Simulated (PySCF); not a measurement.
## Fe: excitation energy

Fe [Ar] 3d6 4s2 (5D) → Fe [Ar] 3d6 4s1 4p1 (high-spin determinant), as a difference of total energies. Computed with PySCF 2.14 in aug-cc-pVTZ-DK (8s7p5d3f2g, 93 functions), with the spin-free X2C one-electron Hamiltonian (Gaussian nucleus). Correlated levels: valence: [Ar] frozen. The calculations carry no spin-orbit coupling.

```
           method  excitation energy (eV)
              UHF                   1.305
    MP2 (valence)                   2.212
SCS-MP2 (valence)                   2.504
   CCSD (valence)                   2.332
CCSD(T) (valence)                   2.407
```

**Question.** How much does correlation contribute at CCSD(T) (valence)?

**Answer.** 2.407 − (1.305) = 1.102 eV, measured against UHF.

The determinant of the upper state mixes LS terms, which raises its energy above the lowest term, most at the Hartree-Fock and MP2 levels.
